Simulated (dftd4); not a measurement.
disilylmethane (CH$_{8}$Si$_{2}$), singlet, at a GFN2-xTB geometry; D4 for revpbe in dftd4.

The dftd4 input:
```
$ dftd4 mol.xyz --func revpbe --charge 0 --json dftd4.json --noedisp

# file mol.xyz
11

Si     1.46950070     0.67524300    -0.00431472
C      0.24995850    -0.77336248    -0.14074454
Si    -1.58286457    -0.32449931     0.06814671
H      2.83970087     0.18299439    -0.18517777
H      1.18101404     1.66895244    -1.04054280
H      1.35867644     1.29737643     1.31671504
H      0.51380546    -1.52489859     0.60468436
H      0.38453397    -1.25453083    -1.11051382
H     -1.98252766     0.63279647    -0.96544211
H     -1.80486526     0.26122046     1.39181573
H     -2.40299462    -1.53414758    -0.06071914
```

Output, abridged:

```
                    ____  _____ _____     ____  _  _
      -------------|  _ \|  ___|_   _|---|  _ \| || |------------
     |             | | | | |_    | | ___ | | | | || |_           |
     |             | |_| |  _|   | ||___|| |_| |__   _|          |
     |             |____/|_|     |_|     |____/   |_|            |
     |             ===================================           |
     |            E. Caldeweyher, S. Ehlert & S. Grimme          |
     |          Mulliken Center for Theoretical Chemistry        |
     |                    University of Bonn                     |
      -----------------------------------------------------------

Rational (Becke-Johnson) damping: revpbe-D4-ATM
---------------------
  s6         1.0000
  s8         1.7468
  s9         1.0000
  a1         0.5363
  a2         3.0726
 alp        16.0000
--------------------

Dispersion energy:      -2.3454826868515E-02 Eh

[Info] JSON dump of results written to 'dftd4.json'
```
